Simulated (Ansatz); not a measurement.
Stepwise reaction of `NC[SiH](O)O` with hydrogen, as a gas-phase model of exchange steps in deposition or etching. ΔE in kJ/mol.

Isolated molecules relaxed with PBE0-D4/def2-TZVP in Ansatz; ΔE leaves out vibrations. CBS: MP2 limit from def2 TZ/QZ plus the TZ coupled-cluster correction, frozen cores. This one scheme is used for every species. Functionals use def2-TZVPP. B3LYP here is the variant with VWN-RPA as its local correlation; programs differ in this. One conformer a species, not always the lowest.

```tsv
step	reaction	PBE-D4	B3LYP-D4	ωB97M-V	CCSD(T)/CBS
2	`NC[SiH2]O` + H₂ → `NC[SiH3]` + H₂O	71.5	77.1	78.7	75.1
```

Task: Give the row of step 1, `NC[SiH](O)O` + H₂ → `NC[SiH2]O` + H₂O. (Estimate.)

Result: The calculation gave: 
```csv
step,reaction,PBE-D4,B3LYP-D4,ωB97M-V,CCSD(T)/CBS
1,`NC[SiH](O)O` + H₂ → `NC[SiH2]O` + H₂O,88.8,94.1,95.2,92.0
```

Task: By hand: ΔE of the 2 steps together at CCSD(T)/CBS.

Result: (92.0) + (75.1) = 167.1 kJ/mol, or 83.5 kJ/mol a step.

In ΔE each step is lower than the one before. All are uphill at CCSD(T)/CBS. PBE-D4 differs from CCSD(T)/CBS by -3.6 to -3.2 kJ/mol a step. Isolated molecules leave out the surface, adducts and barriers. Largest T1 diagnostic: 0.011.
